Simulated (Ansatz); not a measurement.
Born–Oppenheimer molecular dynamics of BH10NOSi3 (16 atoms, charge 0, multiplicity 1). It goes on from the last frame of an earlier run, with new velocities.

All numbers below come from Ansatz 0.2.0, RKS PBE-D4/STO-3G.

| Item | Value |
| --- | --- |
| ensemble | NVE (velocity Verlet) |
| time step | 1 fs |
| steps asked | 250 |
| starting velocities drawn for | 50 K |
| masses | H 2.014 u |
| seed | 99393 |

First frame:

```xyz
16
Properties=species:S:1:pos:R:3
B -1.354 -1.693 0.999
Si -0.440 -0.900 -0.521
Si 1.768 -1.327 -0.381
Si -0.487 1.422 -0.491
N 0.642 2.240 0.619
O -2.046 2.036 -0.027
H -0.956 -1.551 2.084
H -2.483 -2.033 0.871
H -0.923 -1.197 -1.858
H 2.377 -2.677 -0.523
H 2.271 -0.741 0.882
H 2.432 -0.548 -1.352
H -0.067 1.765 -1.869
H 0.439 1.993 1.631
H 1.571 1.709 0.468
H -2.614 1.947 -0.890
```

**Question.** How far do the bonds stretch over the last three quarters of this one trajectory? (Pairs bonded in most of those frames.)

**Answer.** 
| bond | mean (Å) | spread (Å) | shortest | longest |
| --- | --- | --- | --- | --- |
| B1–Si2 | 1.926 | 0.013 | 1.90 | 1.95 |
| B1–H7 | 1.182 | 0.016 | 1.15 | 1.22 |
| B1–H8 | 1.181 | 0.018 | 1.15 | 1.22 |
| Si2–Si3 | 2.259 | 0.016 | 2.22 | 2.29 |
| Si2–Si4 | 2.317 | 0.038 | 2.26 | 2.40 |
| Si2–H9 | 1.462 | 0.015 | 1.44 | 1.48 |
| Si3–H10 | 1.457 | 0.019 | 1.42 | 1.50 |
| Si3–H11 | 1.457 | 0.013 | 1.43 | 1.48 |
| Si3–H12 | 1.460 | 0.043 | 1.40 | 1.52 |
| Si4–N5 | 1.785 | 0.027 | 1.72 | 1.84 |
| Si4–O6 | 1.734 | 0.025 | 1.68 | 1.78 |
| Si4–H13 | 1.471 | 0.012 | 1.45 | 1.49 |
| N5–H14 | 1.060 | 0.009 | 1.04 | 1.08 |
| N5–H15 | 1.060 | 0.009 | 1.04 | 1.08 |
| O6–H16 | 1.035 | 0.003 | 1.03 | 1.04 |

Mean temperature of the second half: 108 K. The conserved energy stayed within 0.13 meV per atom of its start (net change -0.082 meV per atom), so the integration is sound. The kinetic energy rose, since the run started high on the potential surface and went downhill. A run of 0.25 ps of so small a system gives no equilibrium averages. Limits of this set-up: minimal basis.

The run took 6.9 min on 1 thread of Intel(R) Xeon(R) 6975P-C (Granite Rapids), on a shared host, peak memory 0.11 GiB.
